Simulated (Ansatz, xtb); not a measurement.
**Relative energy of two isomers of C3H8BO2P**

We compare a, `PB1OCCCO1`, a singlet, with b, `OB(P)OC1CC1`, a singlet. Both are isolated molecules in the gas phase, relaxed with PBE-D3(BJ)/def2-SVP; the shapes shown needn't be the lowest conformers.

a (Å):

```xyz
15

C    -0.8699   -0.6803   -1.4115
C     0.4071   -1.4404   -1.7560
C     1.4803   -1.1414   -0.7140
B    -0.3426   -1.2711    0.8813
O    -1.2783   -0.9277   -0.0631
O     1.0002   -1.3740    0.6133
P    -0.9682   -1.7880    2.6487
H    -1.9207   -0.7187    2.7730
H     0.0720   -1.1027    3.3660
H    -1.7086   -0.9782   -2.0742
H    -0.7182    0.4154   -1.5430
H     0.7628   -1.1601   -2.7691
H     0.1974   -2.5318   -1.7713
H     1.8141   -0.0815   -0.7919
H     2.3758   -1.7800   -0.8616
```

b (Å):

```xyz
15

C    -0.5950    0.1158   -0.9164
C    -1.9743   -0.0157   -0.3431
C    -1.4978    1.3230   -0.8774
B     1.6031    0.8205   -0.1355
O     2.6060    0.6474    0.7776
O     0.4847    0.0254   -0.0201
P     1.7584    2.2763   -1.4214
H     2.3656   -0.0526    1.4166
H     3.1753    2.1339   -1.6107
H     1.4074    1.4904   -2.5739
H    -0.3897   -0.3519   -1.8964
H    -2.7275   -0.5855   -0.9084
H    -2.0348   -0.1247    0.7508
H    -1.9058    1.7039   -1.8264
H    -1.2527    2.1037   -0.1408
```

Quicker runs give these differences E(b) − E(a): GFN2-xTB +85.8 kJ/mol; HF/STO-3G +203.4 kJ/mol (at GFN2-xTB geometries); r2SCAN-D4/def2-SVP +75.9 kJ/mol (at GFN2-xTB geometries).

Q: Estimate E(b) − E(a) at the level CCSD(T)/def2-SVP + ΔMP2/def2-TZVPP.

A: Calculated at CCSD(T)/def2-SVP + ΔMP2/def2-TZVPP: E(b) − E(a) = +68.4 kJ/mol, so structure a lies lower.

How the difference moves with the method:

| level | geometry | E(b) − E(a) (kJ/mol) | departure from the last row (kJ/mol) | job, with rough time for the two |
| --- | --- | --- | --- | --- |
| GFN2-xTB | GFN2-xTB | +85.8 | +17.4 | optimisation, 0.41 s |
| HF/STO-3G | GFN2-xTB | +203.4 | +135.0 | single point, 0.4 s |
| r2SCAN-D4/def2-SVP | GFN2-xTB | +75.9 | +7.5 | single point, 4.2 s |
| PBE-D3(BJ)/def2-SVP | PBE-D3(BJ)/def2-SVP | +67.1 | −1.3 | optimisation, 29 s |
| HF/def2-SVP | PBE-D3(BJ)/def2-SVP | +78.2 | +9.8 | part of the CCSD(T) run |
| MP2/def2-SVP | PBE-D3(BJ)/def2-SVP | +60.4 | −8.0 | part of the CCSD(T) run |
| CCSD(T)/def2-SVP | PBE-D3(BJ)/def2-SVP | +68.9 | +0.5 | single point |
| CCSD(T)/def2-SVP + ΔMP2/def2-TZVPP | PBE-D3(BJ)/def2-SVP | +68.4 |  | single point, 77 s |

As drawn, b has 1 C–C, 1 O–H in place of 1 C–O, 1 C–H. Structure a has a 6-membered ring, b a 3-membered ring.

The levels shown agree on the order. The largest departure from CCSD(T)/def2-SVP + ΔMP2/def2-TZVPP is that of HF/STO-3G, 135.0 kJ/mol. The last row adds to CCSD(T) the change of the MP2 difference between the two basis sets, here −0.5 kJ/mol.

With thermal terms from frequencies at re-optimised GFN2-xTB minima (ideal gas, soft modes damped towards free rotors, one conformer each, 298.15 K, 1 atm): the zero-point term adds −6.5 kJ/mol; ΔH is +64.1 and ΔG +59.5 kJ/mol.

The correlated steps freeze 11 core orbitals. Programs: Ansatz 0.2.0, xtb 6.7.1; the last row on 4 threads of Arm Neoverse V1 on a shared host.
